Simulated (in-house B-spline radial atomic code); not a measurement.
## Ionising the sulfur ion S⁸⁺ with different functionals

Computed with a radial B-spline atomic code at the basis-set limit: non-relativistic Hamiltonian, point nucleus, spin-polarised at highest spin, spherical fractional occupations for the functionals, the average over the highest-spin determinants for Hartree-Fock. The ionisation energy is the difference of two self-consistent energies, [He] 2s2 2p4 → [He] 2s2 2p3, without Breit or QED terms; ε is the level of the shell that loses the electron (its least bound occupied spin orbital).

Hybrids are left out here: with spherical fractional occupations of an open shell their exact exchange keeps a self-interaction that integer-occupation calculations don't have.

| method | rung | ΔSCF (eV) | -ε(2p) (eV) |
| --- | --- | --- | --- |
| Hartree-Fock | Hartree-Fock | 377.02 | 379.22 |
| LDA VWN5 | LDA | 378.21 | 353.54 |
| LDA PW92 | LDA | 378.20 | 353.53 |
| LDA exchange-only | LDA | ? | ? |
| PBE | GGA | 378.30 | 353.58 |
| PBEsol | GGA | 377.71 | 353.14 |
| BLYP | GGA | 378.53 | 353.71 |
| RPBE | GGA | 377.97 | 353.37 |
| PW91 | GGA | 378.62 | 353.93 |
| BP86 | GGA | ? | ? |
| AM05 | GGA | 377.44 | 352.96 |
| OLYP | GGA | 377.53 | 353.36 |
| TPSS | meta-GGA | 377.77 | 353.58 |
| SCAN | meta-GGA | 376.78 | 353.34 |
| r2SCAN | meta-GGA | 376.65 | 353.26 |
| M06-L | meta-GGA | 376.55 | 352.94 |
| revTPSS | meta-GGA | 377.22 | 353.10 |

(1) What does LDA exchange-only give?

(2) What does BP86 give?

(3) How do they compare with the NIST value?

Results:

(1) ΔSCF 374.91 eV, and -ε(2p) = 350.54 eV.

(2) ΔSCF 378.61 eV, and -ε(2p) = 353.90 eV.

(3) NIST lists 379.8 eV ± 0.21 (semi-empirical, ground level to ground level). Errors run from -4.93 to -1.22 eV; PW91 is closest (-1.22 eV), though others lie within the uncertainty of it, and part of that can be cancellation, since the calculations leave out relativity, Breit-QED terms, multiplet and fine-structure energies. Hartree-Fock also lacks correlation.
